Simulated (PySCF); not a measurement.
furan (C4H4O), singlet, geometry from GFN2-xTB; TPSS/STO-3G (PySCF).

Input for PySCF:
```python
from pyscf import gto, scf, dft

mol = gto.M(
    atom='''
O    -0.007985   -0.002511    1.150908
C    -0.007729    1.078552    0.354762
C     0.002839   -1.080090    0.350126
C     0.003161    0.710581   -0.954111
C     0.010099   -0.706412   -0.957154
H    -0.015720    2.039412    0.829826
H     0.004267   -2.043014    0.821059
H     0.005929    1.357590   -1.807037
H     0.019184   -1.349694   -1.812851
''',
    basis='sto-3g',
    charge=0,
    spin=0,
    verbose=4,
)

mf = dft.RKS(mol)
mf.xc = 'tpss'
mf.diis = False
mf.max_cycle = 100
mf.kernel()
```

### Question
Predict the main parts of the log of this PySCF run.

### Answer

```
PySCF version 2.14.0

[INPUT] verbose = 4
[INPUT] num. atoms = 9
[INPUT] num. electrons = 36
[INPUT] charge = 0
[INPUT] spin (= nelec alpha-beta = 2S) = 0
[INPUT] symmetry False subgroup None
[INPUT] Mole.unit = angstrom
[INPUT] Symbol           X                Y                Z      unit          X                Y                Z       unit  Magmom
[...]
nuclear repulsion = 162.211523336549
number of shells = 19
number of NR pGTOs = 87
number of NR cGTOs = 29
basis = sto-3g
ecp = {}

******** <class 'pyscf.dft.rks.RKS'> ********
method = RKS
initial guess = minao
damping factor = 0
level_shift factor = 0
DIIS disabled
SCF conv_tol = 1e-09
SCF conv_tol_grad = None
SCF max_cycles = 100
direct_scf = True
direct_scf_tol = 1e-13
XC library pyscf.dft.libxc version 7.1.2
    S. Lehtola, C. Steigemann, M. J. T. Oliveira, and M. A. L. Marques,  SoftwareX 7, 1–5 (2018)
XC functionals = tpss
    J. Tao, J. P. Perdew, V. N. Staroverov, and G. E. Scuseria,  Phys. Rev. Lett. 91, 146401 (2003)
    J. P. Perdew, J. Tao, V. N. Staroverov, and G. E. Scuseria,  J. Chem. Phys. 120, 6898 (2004)
    J. Tao, J. P. Perdew, V. N. Staroverov, and G. E. Scuseria,  Phys. Rev. Lett. 91, 146401 (2003)
    J. P. Perdew, J. Tao, V. N. Staroverov, and G. E. Scuseria,  J. Chem. Phys. 120, 6898 (2004)
radial grids:
    Treutler-Ahlrichs [JCP 102, 346 (1995); DOI:10.1063/1.469408] (M4) radial grids

becke partition: Becke, JCP 88, 2547 (1988); DOI:10.1063/1.454033
pruning grids: <function nwchem_prune>
grids dens level: 3
symmetrized grids: False
atomic radii adjust function: <function treutler_atomic_radii_adjust>
small_rho_cutoff = 0
Set gradient conv threshold to 3.16228e-05
Initial guess from minao.
tot grids = 109792
init E= -228.135507074329
[...]
cycle= 1 E= -227.148892685058  delta_E= 0.987  |g|= 0.303  |ddm|= 4.33
[...]
cycle= 2 E= -227.105600485942  delta_E= 0.0433  |g|= 0.507  |ddm|= 0.97
[...]
cycle= 3 E= -227.00767350796  delta_E= 0.0979  |g|= 0.745  |ddm|= 1.47
[...]
cycle= 4 E= -226.597005386686  delta_E= 0.411  |g|= 1.45  |ddm|= 2.44
[...]
cycle= 5 E= -226.349889911615  delta_E= 0.247  |g|= 1.52  |ddm|= 3.47
[...]
cycle= 6 E= -224.806960817836  delta_E= 1.54  |g|=  2.6  |ddm|= 4.85
[...]
cycle= 7 E= -225.420018046288  delta_E= -0.613  |g|= 1.98  |ddm|= 5.58
[...]
cycle= 8 E= -222.992078671962  delta_E= 2.43  |g|= 3.45  |ddm|= 6.51
[...]
cycle= 9 E= -224.867090110779  delta_E= -1.88  |g|= 2.14  |ddm|= 6.81
[...]
cycle= 10 E= -220.317475040628  delta_E= 4.55  |g|= 4.23  |ddm|= 8.46
[...]
cycle= 11 E= -224.141086010745  delta_E= -3.82  |g|= 2.21  |ddm|= 8.94
[...]
cycle= 12 E= -218.777646613276  delta_E= 5.36  |g|= 3.94  |ddm|=  9.8
[...]
cycle= 13 E= -223.386318893917  delta_E= -4.61  |g|= 2.32  |ddm|= 10.2
[...]
cycle= 14 E= -218.362765356851  delta_E= 5.02  |g|=  3.9  |ddm|= 10.3
[...]
cycle= 15 E= -222.979709480885  delta_E= -4.62  |g|= 2.35  |ddm|= 10.5
[...]
cycle= 16 E= -217.97173535875  delta_E= 5.01  |g|= 3.94  |ddm|= 10.5
[...]
cycle= 17 E= -220.911843192588  delta_E= -2.94  |g|= 2.23  |ddm|= 10.7
[...]
cycle= 18 E= -208.824747182952  delta_E= 12.1  |g|= 5.34  |ddm|= 14.2
[...]
cycle= 19 E= -200.789860504829  delta_E= 8.03  |g|= 3.33  |ddm|= 18.6
[...]
cycle= 20 E= -194.548412601774  delta_E= 6.24  |g|= 3.05  |ddm|=   21
[...]
cycle= 21 E= -199.841934172274  delta_E= -5.29  |g|= 3.01  |ddm|= 21.2
[...]
cycle= 22 E= -194.439487004144  delta_E=  5.4  |g|= 2.97  |ddm|= 21.2
[...]
cycle= 23 E= -199.837907819224  delta_E= -5.4  |g|= 3.01  |ddm|= 21.2
[...]
cycle= 24 E= -194.439080382014  delta_E=  5.4  |g|= 2.96  |ddm|= 21.2
[...]
cycle= 25 E= -199.837321688441  delta_E= -5.4  |g|= 3.01  |ddm|= 21.2
[...]
cycle= 26 E= -194.439115855933  delta_E=  5.4  |g|= 2.96  |ddm|= 21.2
[...]
cycle= 27 E= -199.83721568003  delta_E= -5.4  |g|= 3.01  |ddm|= 21.2
[...]
cycle= 28 E= -194.439123307758  delta_E=  5.4  |g|= 2.96  |ddm|= 21.2
[...]
cycle= 29 E= -199.837196722235  delta_E= -5.4  |g|= 3.01  |ddm|= 21.2
[...]
cycle= 30 E= -194.439124660731  delta_E=  5.4  |g|= 2.96  |ddm|= 21.2
[...]
cycle= 31 E= -199.837193337181  delta_E= -5.4  |g|= 3.01  |ddm|= 21.2
[...]
cycle= 32 E= -194.439124902893  delta_E=  5.4  |g|= 2.96  |ddm|= 21.2
[...]
cycle= 33 E= -199.837192732904  delta_E= -5.4  |g|= 3.01  |ddm|= 21.2
[...]
cycle= 34 E= -194.439124946139  delta_E=  5.4  |g|= 2.96  |ddm|= 21.2
[...]
cycle= 35 E= -199.837192625035  delta_E= -5.4  |g|= 3.01  |ddm|= 21.2
[...]
cycle= 36 E= -194.43912495386  delta_E=  5.4  |g|= 2.96  |ddm|= 21.2
[...]
cycle= 37 E= -199.837192605781  delta_E= -5.4  |g|= 3.01  |ddm|= 21.2
[...]
cycle= 38 E= -194.439124955239  delta_E=  5.4  |g|= 2.96  |ddm|= 21.2
[...]
cycle= 39 E= -199.837192602344  delta_E= -5.4  |g|= 3.01  |ddm|= 21.2
[...]
cycle= 40 E= -194.439124955484  delta_E=  5.4  |g|= 2.96  |ddm|= 21.2
[...]
cycle= 41 E= -199.83719260173  delta_E= -5.4  |g|= 3.01  |ddm|= 21.2
[...]
cycle= 42 E= -194.439124955528  delta_E=  5.4  |g|= 2.96  |ddm|= 21.2
[...]
cycle= 43 E= -199.83719260162  delta_E= -5.4  |g|= 3.01  |ddm|= 21.2
[...]
cycle= 44 E= -194.439124955536  delta_E=  5.4  |g|= 2.96  |ddm|= 21.2
[...]
cycle= 45 E= -199.837192601602  delta_E= -5.4  |g|= 3.01  |ddm|= 21.2
[...]
cycle= 46 E= -194.439124955537  delta_E=  5.4  |g|= 2.96  |ddm|= 21.2
[...]
cycle= 47 E= -199.837192601597  delta_E= -5.4  |g|= 3.01  |ddm|= 21.2
[...]
cycle= 48 E= -194.439124955537  delta_E=  5.4  |g|= 2.96  |ddm|= 21.2
[...]
cycle= 49 E= -199.837192601596  delta_E= -5.4  |g|= 3.01  |ddm|= 21.2
[...]
cycle= 50 E= -194.439124955537  delta_E=  5.4  |g|= 2.96  |ddm|= 21.2
[...]
cycle= 51 E= -199.837192601596  delta_E= -5.4  |g|= 3.01  |ddm|= 21.2
[...]
cycle= 52 E= -194.439124955537  delta_E=  5.4  |g|= 2.96  |ddm|= 21.2
[...]
cycle= 53 E= -199.837192601596  delta_E= -5.4  |g|= 3.01  |ddm|= 21.2
[...]
cycle= 54 E= -194.439124955537  delta_E=  5.4  |g|= 2.96  |ddm|= 21.2
[...]
cycle= 55 E= -199.837192601596  delta_E= -5.4  |g|= 3.01  |ddm|= 21.2
[...]
cycle= 56 E= -194.439124955537  delta_E=  5.4  |g|= 2.96  |ddm|= 21.2
[...]
cycle= 57 E= -199.837192601596  delta_E= -5.4  |g|= 3.01  |ddm|= 21.2
[...]
cycle= 58 E= -194.439124955537  delta_E=  5.4  |g|= 2.96  |ddm|= 21.2
[...]
cycle= 59 E= -199.837192601597  delta_E= -5.4  |g|= 3.01  |ddm|= 21.2
[...]
cycle= 60 E= -194.439124955537  delta_E=  5.4  |g|= 2.96  |ddm|= 21.2
[...]
cycle= 61 E= -199.837192601597  delta_E= -5.4  |g|= 3.01  |ddm|= 21.2
[...]
cycle= 62 E= -194.439124955537  delta_E=  5.4  |g|= 2.96  |ddm|= 21.2
[...]
cycle= 63 E= -199.837192601596  delta_E= -5.4  |g|= 3.01  |ddm|= 21.2
[...]
cycle= 64 E= -194.439124955537  delta_E=  5.4  |g|= 2.96  |ddm|= 21.2
[...]
cycle= 65 E= -199.837192601597  delta_E= -5.4  |g|= 3.01  |ddm|= 21.2
[...]
cycle= 66 E= -194.439124955537  delta_E=  5.4  |g|= 2.96  |ddm|= 21.2
[...]
cycle= 67 E= -199.837192601596  delta_E= -5.4  |g|= 3.01  |ddm|= 21.2
[...]
cycle= 68 E= -194.439124955537  delta_E=  5.4  |g|= 2.96  |ddm|= 21.2
[...]
cycle= 69 E= -199.837192601596  delta_E= -5.4  |g|= 3.01  |ddm|= 21.2
[...]
cycle= 70 E= -194.439124955537  delta_E=  5.4  |g|= 2.96  |ddm|= 21.2
[...]
cycle= 71 E= -199.837192601597  delta_E= -5.4  |g|= 3.01  |ddm|= 21.2
[...]
cycle= 72 E= -194.439124955537  delta_E=  5.4  |g|= 2.96  |ddm|= 21.2
[...]
cycle= 73 E= -199.837192601596  delta_E= -5.4  |g|= 3.01  |ddm|= 21.2
[...]
cycle= 74 E= -194.439124955537  delta_E=  5.4  |g|= 2.96  |ddm|= 21.2
[...]
cycle= 75 E= -199.837192601596  delta_E= -5.4  |g|= 3.01  |ddm|= 21.2
[...]
cycle= 76 E= -194.439124955537  delta_E=  5.4  |g|= 2.96  |ddm|= 21.2
[...]
cycle= 77 E= -199.837192601597  delta_E= -5.4  |g|= 3.01  |ddm|= 21.2
[...]
cycle= 78 E= -194.439124955537  delta_E=  5.4  |g|= 2.96  |ddm|= 21.2
[...]
cycle= 79 E= -199.837192601596  delta_E= -5.4  |g|= 3.01  |ddm|= 21.2
[...]
cycle= 80 E= -194.439124955537  delta_E=  5.4  |g|= 2.96  |ddm|= 21.2
[...]
cycle= 81 E= -199.837192601597  delta_E= -5.4  |g|= 3.01  |ddm|= 21.2
[...]
cycle= 82 E= -194.439124955537  delta_E=  5.4  |g|= 2.96  |ddm|= 21.2
[...]
cycle= 83 E= -199.837192601596  delta_E= -5.4  |g|= 3.01  |ddm|= 21.2
[...]
cycle= 84 E= -194.439124955537  delta_E=  5.4  |g|= 2.96  |ddm|= 21.2
[...]
cycle= 85 E= -199.837192601596  delta_E= -5.4  |g|= 3.01  |ddm|= 21.2
[...]
cycle= 86 E= -194.439124955537  delta_E=  5.4  |g|= 2.96  |ddm|= 21.2
[...]
cycle= 87 E= -199.837192601597  delta_E= -5.4  |g|= 3.01  |ddm|= 21.2
[...]
cycle= 88 E= -194.439124955537  delta_E=  5.4  |g|= 2.96  |ddm|= 21.2
[...]
cycle= 89 E= -199.837192601596  delta_E= -5.4  |g|= 3.01  |ddm|= 21.2
[...]
cycle= 90 E= -194.439124955537  delta_E=  5.4  |g|= 2.96  |ddm|= 21.2
[...]
cycle= 91 E= -199.837192601596  delta_E= -5.4  |g|= 3.01  |ddm|= 21.2
[...]
cycle= 92 E= -194.439124955537  delta_E=  5.4  |g|= 2.96  |ddm|= 21.2
[...]
cycle= 93 E= -199.837192601597  delta_E= -5.4  |g|= 3.01  |ddm|= 21.2
[...]
cycle= 94 E= -194.439124955537  delta_E=  5.4  |g|= 2.96  |ddm|= 21.2
[...]
cycle= 95 E= -199.837192601597  delta_E= -5.4  |g|= 3.01  |ddm|= 21.2
[...]
cycle= 96 E= -194.439124955537  delta_E=  5.4  |g|= 2.96  |ddm|= 21.2
[...]
cycle= 97 E= -199.837192601596  delta_E= -5.4  |g|= 3.01  |ddm|= 21.2
[...]
cycle= 98 E= -194.439124955537  delta_E=  5.4  |g|= 2.96  |ddm|= 21.2
[...]
cycle= 99 E= -199.837192601596  delta_E= -5.4  |g|= 3.01  |ddm|= 21.2
[...]
cycle= 100 E= -194.439124955537  delta_E=  5.4  |g|= 2.96  |ddm|= 21.2
SCF not converged.
SCF energy = -194.439124955537
```

Convergence was not reached.
